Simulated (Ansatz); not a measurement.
`SBCl` and `ClB[SeH]` differ in one element.

Ansatz, PBE0-D4/def2-TZVP geometries, multiplicity 1. Each molecule was computed in one conformer, which needn't be the lowest.

Scalar relativity is left out up to krypton.

| property | `SBCl` |
| --- | --- |
| size of the dipole moment (PBE/def2-TZVPP) / D | 1.45 |
| ideal-gas entropy at 298 K and 1 bar (rigid rotor, harmonic PBE0-D4/def2-TZVP) / J/(mol·K) | 279 |
| size of the dipole moment (B3LYP/def2-TZVPP) / D | 1.52 |
| LUMO energy (ωB97M-V/def2-TZVPP) / eV | 0.74 |
| HOMO–LUMO gap (ωB97M-V/def2-TZVPP) / eV | 11.20 |
| LUMO energy (PBE0/def2-TZVPP) / eV | -1.30 |

(1) What does the change do to each property? (Estimate.)

## Answers

(1) Computed: 
| property | `ClB[SeH]` | shift |
| --- | --- | --- |
| size of the dipole moment (PBE/def2-TZVPP) / D | 1.20 | -0.25 |
| ideal-gas entropy at 298 K and 1 bar (rigid rotor, harmonic PBE0-D4/def2-TZVP) / J/(mol·K) | 293 | 14 |
| size of the dipole moment (B3LYP/def2-TZVPP) / D | 1.24 | -0.28 |
| LUMO energy (ωB97M-V/def2-TZVPP) / eV | 0.56 | -0.18 |
| HOMO–LUMO gap (ωB97M-V/def2-TZVPP) / eV | 10.47 | -0.73 |
| LUMO energy (PBE0/def2-TZVPP) / eV | -1.44 | -0.14 |

With PBE0 the HOMO rises by 0.50 eV and the LUMO falls by 0.14 eV, so the gap narrows by about 0.64 eV. PBE moves the HOMO by 0.41 eV and ωB97M-V by 0.54 eV. Dipoles are sizes alone; their direction can turn.

B3LYP here is the variant with VWN-RPA as its local correlation; programs differ in this.

Spin–orbit coupling is left out; it splits and shifts lone-pair levels of the heavy atoms by tenths of an eV.
